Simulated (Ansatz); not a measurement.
Conformers of `N[SiH2][SiH2]N`, each relaxed with PBE0-D4/def2-TZVP in Ansatz. CBS adds the triple-zeta coupled-cluster correction to the MP2 limit.

Not all of them had a frequency check.

Conformer A:

Z-matrix (Å, degrees):
```
Si
Si 1 2.351
N 1 1.729 2 104.4
H 1 1.490 2 112.5 3 116.6
H 1 1.497 2 110.7 3 -125.3
N 2 1.729 1 104.4 3 -7.1
H 2 1.490 1 112.5 3 109.5
H 2 1.497 1 110.7 3 -132.4
H 3 1.009 1 117.6 2 -43.4
H 3 1.008 1 120.2 2 176.3
H 6 1.008 2 120.2 1 176.3
H 6 1.009 2 117.6 1 -43.4
```

Conformer B:

Z-matrix (Å, degrees):
```
Si
Si 1 2.351
N 1 1.730 2 115.1
H 1 1.493 2 107.9 3 121.2
H 1 1.488 2 110.0 3 -120.7
N 2 1.727 1 109.5 3 -169.8
H 2 1.491 1 111.4 3 71.7
H 2 1.502 1 108.0 3 -43.6
H 3 1.008 1 119.2 2 58.9
H 3 1.008 1 118.2 2 -79.7
H 6 1.008 2 120.0 1 -169.0
H 6 1.007 2 119.3 1 48.9
```

Q: Which is lowest in electronic energy at CCSD(T)/CBS (frozen core, def2 sets), and by how much? (Best estimate.)

A: Ansatz gave: A; B lies 4.2 kJ/mol higher.

Q: Give the energies relative to A (kJ/mol) with PBE-D4/def2-TZVPP, PBE0/def2-TZVPP, B3LYP/def2-TZVPP, CCSD/def2-TZVPP, HF/def2-QZVPP, HF/CBS(def2), CCSD/CBS(def2). (Best estimate.)

A: Computed: 
```
            level    B
PBE-D4/def2-TZVPP  3.9
  PBE0/def2-TZVPP  2.9
 B3LYP/def2-TZVPP  1.8
  CCSD/def2-TZVPP  4.4
    HF/def2-QZVPP  0.8
     HF/CBS(def2)  0.7
   CCSD/CBS(def2)  3.7
```

B3LYP here is the variant with VWN-RPA as its local correlation; programs differ in this.
